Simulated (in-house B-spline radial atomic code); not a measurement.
A fraction x of an electron is moved 2s → 2p in Mg3+, starting from [He] 2s2 2p5 and keeping the highest spin. Computed with a B-spline radial code for spherical atoms: scalar-relativistic (X2C) AM05, spin-polarised, spherical fractional occupations, Fermi nucleus of rms radius 3.057 fm.

```
    x  E(x) - E(0) (eV)  2s down level (eV)  2p down level (eV)
    0            0.0000            -127.106             -94.483
0.125            4.0773            -127.039             -94.426
 0.25                 ?                   ?                   ?
0.375           12.2285            -126.904             -94.308
  0.5           16.3026            -126.836             -94.248
0.625                 ?                   ?                   ?
 0.75           24.4478            -126.699             -94.126
0.875           28.5190            -126.630             -94.063
    1           32.5894                   -             -94.001
```

What belongs in the row x = 0.25?

An energy change of 8.1534 eV; 2s down at -126.972 eV, 2p down at -94.367 eV.

What belongs in the row x = 0.625?

An energy change of 20.3757 eV; 2s down at -126.768 eV, 2p down at -94.187 eV.

Check Janak's theorem between x = 0.375 and 0.5.

The slope of the energy is 32.59 eV; the orbital levels give 32.59 eV (ε of the receiving orbital less ε of the emptying one, averaged over the two points).
